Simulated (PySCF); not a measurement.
**Removal energies of Sn³²⁺ from EOM-IP-GCCSD**

Reference: closed-shell Sn³²⁺, [Ar]; one electron is removed. Calculated with PySCF 2.14, two-component X2C-1e with screened spin-orbit coupling, an even-tempered Gaussian basis (18 s from 1.9 bohr⁻², ratio 2.6; 14 p from 2.4 bohr⁻², ratio 2.6; 6 d from 2.5 bohr⁻², ratio 2.8; 3 f from 45 bohr⁻², ratio 2.8); frozen [Ne]; the 62 highest virtual spinors dropped; of the others 50 kept and the rest restored at second order. No Breit or QED terms. Binding energies in eV.

```
level  Koopmans
3p1/2    2131.7
3p3/2    2076.4
```

Q: How does correlation move these levels?

A: 3p1/2: second order 2131.7, EOM-CCSD 2131.8; 3p3/2: second order 2076.9, EOM-CCSD 2077.1.

For comparison, the ionisation energy of Sn³²⁺ is 2074 ± 6 eV (semi-empirical (NIST evaluation); NIST Atomic Spectra Database, ionization energies).

Only part of the computed levels is shown.
